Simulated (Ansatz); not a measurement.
`N[SiH2]C[SiH](N)F`, charge 0, multiplicity 1.

(1) Give a relaxed structure at PBE0-D4/def2-TZVP (the Gaussian-basis code of Ansatz). (An estimate is asked.)

Results:

(1) Ansatz gave: 
Cartesian coordinates in Å:
```
N 0.659 -1.380 1.052
Si -0.656 -0.345 1.507
C -1.090 0.802 0.091
Si 0.306 1.058 -1.101
N 0.566 -0.354 -2.004
F 1.576 1.476 -0.189
H 1.580 -0.967 0.998
H 0.716 -2.280 1.503
H -1.783 -1.259 1.835
H -0.371 0.491 2.710
H -1.400 1.766 0.504
H -1.935 0.392 -0.470
H 0.124 2.182 -2.051
H 0.627 -1.235 -1.517
H 1.081 -0.347 -2.868
```
This is one stationary point; other conformers may exist.
